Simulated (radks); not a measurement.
Values are calculated unless marked as measured or tabulated.
Question: All-electron atom: Pt in [Xe] 4f14 5d7 6s1 6p2 (not the ground configuration). Code: a radial shooting solver on a logarithmic mesh with Libxc functionals. Model: scalar-relativistic Kohn-Sham, BLYP, spin-polarised, spherical densities, finite nucleus; open shells are filled with parallel spins first (spin-orbit coupling, left out, can overturn this in heavy ions); Fermi nuclear charge, rms radius 5.427 fm. Some entries of the table are withheld. Estimate them.

| orbital | occ. | eigenvalue (eV) | <r^2> (bohr^2) |
|---|---|---|---|
| 1s up | 1 | -78413.24 | 0.0004062 |
| 1s down | 1 | -78413.20 | 0.0004062 |
| 2s up | 1 | -13783.95 | 0.006203 |
| 2s down | 1 | -13783.72 | 0.006203 |
| 2p up | 3 | -11951.36 | 0.005201 |
| 2p down | 3 | -11951.16 | 0.005201 |
| 3s up | 1 | -3244.524 | 0.04005 |
| 3s down | 1 | -3244.422 | 0.04005 |
| 3p up | 3 | -2710.600 | 0.04106 |
| 3p down | 3 | -2710.487 | 0.04105 |
| 3d up | 5 | -2130.463 | 0.03401 |
| 3d down | 5 | -2130.288 | 0.03401 |
| 4s up | 1 | -704.0871 | 0.1945 |
| 4s down | 1 | -703.8348 | 0.1945 |
| 4p up | 3 | -528.9115 | 0.2220 |
| 4p down | 3 | -528.6691 | 0.2220 |
| 4d up | 5 | -315.9064 | 0.2536 |
| 4d down | 5 | -315.6251 | 0.2534 |
| 5s up | 1 | -111.3339 | 1.013 |
| 5s down | 1 | -109.7468 | 1.006 |
| 4f up | 7 | (1) | 0.3251 |
| 4f down | 7 | (2) | 0.3228 |
| 5p up | 3 | -65.3382 | (3) |
| 5p down | 3 | -63.4117 | (4) |
| 5d up | 5 | -13.9736 | 2.838 |
| 5d down | 2 | -11.6961 | 2.860 |
| 6s up | 1 | -10.2387 | (5) |
| 6s down | 0 | -8.2388 | (6) |
| 6p up | 2 | -3.3843 | 15.47 |

Answer: 
(1) 4f up eigenvalue (eV): -79.2513
(2) 4f down eigenvalue (eV): -78.8482
(3) 5p up <r^2> (bohr^2): 1.358
(4) 5p down <r^2> (bohr^2): 1.348
(5) 6s up <r^2> (bohr^2): 7.630
(6) 6s down <r^2> (bohr^2): 8.042
